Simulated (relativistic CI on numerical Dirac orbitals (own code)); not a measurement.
**Tc⁶⁺: M2,3 absorption edge**

Computed with this model: Dirac-Coulomb-Breit CI, orbitals from a KLI potential per configuration, model QED (radiative potential, 1s self-energy scaled to tabulated hydrogen-like ionisation energies), valence Slater integrals scaled by 0.7, multiplet model of core-to-valence dipole absorption; configurations [Kr] 4d → [Ne] 3s2 3p5 3d10 4s2 4p6 4d2; 300 K; Lorentzian 2 eV and Gaussian 0.4 eV FWHM. Energies are those of the free ion, without screening or charge transfer. The branching ratio is the share of the lower-energy edge in the whole absorption, uncertain by about 0.02 where the edges overlap. S is read from ⟨S²⟩ = S(S + 1).

Field parameters in Wybourne normalisation: D3d B²₀ = −7Dσ, B⁴₀ = −14Dq − 21Dτ, B⁴₃ = −14√(10/7) Dq. The field is a parameter set, without covalency.

Computed curve for D3d, 10Dq = 20750, Dσ = -1200, Dτ = -340 cm⁻¹, scaled to 100 at the maximum (points under 2 are left out and the grid is thinned):

```
Energy (eV)  Intensity
     431.50        2.1
     432.00        2.3
     432.75        2.7
     433.25        3.1
     434.00        3.8
     434.50        4.4
     435.25        5.6
     435.75        6.8
     436.50        9.4
     437.00       12.2
     437.75       19.4
     438.25       28.1
     439.00       50.2
     439.50       67.4
     440.25       85.9
     440.75       89.3
     441.50       97.2
     442.00      100.0
     442.75       86.6
     443.25       72.0
     443.75       53.8
     444.50       30.8
     445.00       21.4
     445.75       13.5
     446.25       10.5
     447.00        7.7
     447.50        6.6
     448.25        5.2
     448.75        4.5
     449.50        3.7
     450.00        3.4
     450.75        3.0
     451.25        2.8
     452.00        2.6
     452.50        2.6
     453.25        2.6
     453.75        2.6
     454.50        2.8
     455.00        3.1
     455.75        3.6
     456.25        4.3
     456.75        5.2
     457.50        7.7
     458.00       10.8
     458.75       19.6
     459.25       27.5
     460.00       33.3
     460.50       32.4
     461.25       32.5
     461.75       32.0
     462.50       28.1
     463.00       25.4
     463.75       18.4
     464.25       12.8
     465.00        7.3
     465.50        5.4
     466.25        3.7
     466.75        3.1
     467.50        2.5
     468.00        2.1
```

The ground state has S = 0.50, and the centroid lies at 446.68 eV.
